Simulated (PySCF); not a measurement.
CH₁₀FNSi₃, SMILES F[SiH2]C[SiH2]N[SiH3]. Atoms are numbered in the order given.

```xyz
16

F      2.8694    -0.4437    -1.2418
Si     2.6079    -0.0529     0.3239
C      0.9127     0.7082     0.4519
Si    -0.3743    -0.0808    -0.6854
N     -2.0091     0.4325    -0.3487
Si    -3.1040    -0.1630     0.8676
H      2.6865    -1.3118     1.1171
H      3.6936     0.8823     0.7346
H      0.9616     1.7910     0.2382
H      0.5639     0.6042     1.4968
H     -0.0668     0.2937    -2.0955
H     -0.3039    -1.5615    -0.5029
H     -2.3248     1.2439    -0.8779
H     -2.4867    -1.3968     1.4362
H     -4.4450    -0.4878     0.2909
H     -3.3300     0.8123     1.9826
```
Charge 0, spin multiplicity 1.

Coordinates come from a r2SCAN-D4/def2-SVP optimisation. The structure was generated by enumeration, and PubChem lists no compound with its InChIKey, so it may never have been made. One conformer was computed; it need not be the lowest.

All values below come from SMD-B3LYP/def2-SVP in PySCF.

Solvation free energies are E(SMD) − E(gas) at the gas-phase geometry, for 1 M in both phases. In vacuum the dipole moment is 2.16 D.

```tsv
solvent	ΔG(solv) (kcal/mol)	its non-electrostatic (CDS) part	dipole (D)
water	1.4	5.6	2.89
diethylether	…	…	…
tetrahydrofuran	-2.9	0.6	2.72
```

Question: Some entries are withheld; supply them. (The exact figures need the calculation; the answer reports its results.)

Answer: 
- diethylether, ΔG(solv) (kcal/mol): -3.4
- diethylether, its non-electrostatic (CDS) part: -0.5
- diethylether, dipole (D): 2.61
